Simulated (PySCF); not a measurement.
Can point charges reproduce the dipole moment of `CCCNN(CC)CC`?

Coordinates (GFN2-xTB, Å) and charges (e) from the PBE0/pcSseg-1 density (PySCF):

| atom | x | y | z | Mulliken | IAO | Hirshfeld | ESP-fitted |
| --- | --- | --- | --- | --- | --- | --- | --- |
| C1 | 3.583 | -0.728 | -0.568 | -0.2712 | -0.4191 | -0.1189 | -0.5761 |
| C2 | 2.203 | -0.740 | 0.074 | -0.2722 | -0.2514 | -0.0769 | +0.2223 |
| C3 | 1.686 | 0.671 | 0.346 | -0.0137 | -0.1391 | -0.0318 | +0.1330 |
| N4 | 0.372 | 0.600 | 0.960 | -0.3273 | -0.3264 | -0.1126 | -0.7355 |
| N5 | -0.596 | 0.032 | 0.101 | -0.4900 | -0.1783 | -0.0407 | -0.2932 |
| C6 | -1.237 | 0.969 | -0.806 | -0.0569 | -0.1589 | -0.0300 | +0.1966 |
| C7 | -2.214 | 1.972 | -0.178 | -0.3009 | -0.4403 | -0.1268 | -0.2964 |
| C8 | -1.483 | -0.836 | 0.857 | -0.0239 | -0.1421 | -0.0323 | +0.2552 |
| C9 | -2.204 | -1.831 | -0.045 | -0.2819 | -0.4248 | -0.1228 | -0.4404 |
| H10 | 3.923 | -1.744 | -0.755 | +0.1136 | +0.1412 | +0.0399 | +0.1370 |
| H11 | 4.305 | -0.239 | 0.083 | +0.1022 | +0.1319 | +0.0354 | +0.1245 |
| H12 | 3.560 | -0.194 | -1.515 | +0.1035 | +0.1332 | +0.0360 | +0.1332 |
| H13 | 1.489 | -1.241 | -0.581 | +0.1342 | +0.1418 | +0.0279 | +0.0111 |
| H14 | 2.231 | -1.286 | 1.018 | +0.1121 | +0.1328 | +0.0325 | +0.0197 |
| H15 | 1.693 | 1.246 | -0.595 | +0.0869 | +0.0949 | +0.0209 | +0.0086 |
| H16 | 2.343 | 1.180 | 1.057 | +0.1032 | +0.1325 | +0.0397 | +0.0450 |
| H17 | 0.088 | 1.517 | 1.308 | +0.1630 | +0.2158 | +0.0941 | +0.3892 |
| H18 | -0.436 | 1.519 | -1.310 | +0.1191 | +0.1348 | +0.0359 | +0.0493 |
| H19 | -1.757 | 0.384 | -1.567 | +0.1183 | +0.1371 | +0.0389 | +0.0048 |
| H20 | -2.551 | 2.673 | -0.938 | +0.1157 | +0.1461 | +0.0440 | +0.0704 |
| H21 | -3.085 | 1.467 | 0.232 | +0.1188 | +0.1381 | +0.0376 | +0.0942 |
| H22 | -1.737 | 2.540 | 0.620 | +0.1020 | +0.1300 | +0.0350 | +0.0673 |
| H23 | -2.217 | -0.275 | 1.457 | +0.0858 | +0.0974 | +0.0218 | -0.0071 |
| H24 | -0.836 | -1.379 | 1.549 | +0.1213 | +0.1532 | +0.0359 | +0.0431 |
| H25 | -2.697 | -2.585 | 0.564 | +0.1139 | +0.1434 | +0.0431 | +0.1042 |
| H26 | -1.489 | -2.321 | -0.700 | +0.1172 | +0.1451 | +0.0388 | +0.1121 |
| H27 | -2.959 | -1.341 | -0.655 | +0.1072 | +0.1308 | +0.0350 | +0.1277 |

Compute μ = Σ q r for each scheme (1 e·Å = 4.803 D) and compare with the dipole of the full density.

The full density gives (-0.66, 1.07, -0.32) D, 1.30 D in size; dipole vectors point from the negative to the positive end.

```tsv
scheme	μx	μy	μz	size (D)	share of the full size (%)	angle to the full dipole (°)
Mulliken	-0.54	0.27	-0.98	1.16	89	50
IAO	-0.25	0.39	-0.38	0.60	46	25
Hirshfeld	-0.34	0.52	-0.03	0.62	48	11
ESP-fitted	-0.70	1.10	-0.31	1.34	103	1
```

Which set comes closest?

Length of the difference vector: ESP-fitted 0.04 D, Hirshfeld 0.70 D, IAO 0.80 D, Mulliken 1.04 D. Closest: ESP-fitted. ESP charges are fitted to the potential around the molecule, whose slowest-falling term is the dipole's. 

What is left for the Hirshfeld atoms' own dipoles?

The Hirshfeld atoms' densities add up to the full density, so μ = Σ q r + Σ (atomic dipoles). The atomic dipoles sum to (-0.66, 1.07, -0.32) − (-0.34, 0.52, -0.03) = (-0.32, 0.55, -0.29) D, 0.70 D in size.

With the origin at the mean of the coordinates, (-0.001, 0.001, 0.000) Å, which are the largest single terms, by size, of the ESP-fitted dipole along the direction of the full one?

C1 +6.35, C7 -3.99, H10 -2.15, C2 -1.87, H17 +1.65 D; all 27 atoms together +1.34 D. The single terms depend on the origin, their sum doesn't.

Give the size of the full dipole in other units.

1.30 D = 0.510 au = 0.270 e·Å = 4.33 × 10⁻³⁰ C·m.

Geometry: GFN2-xTB, one conformer, isolated molecule.
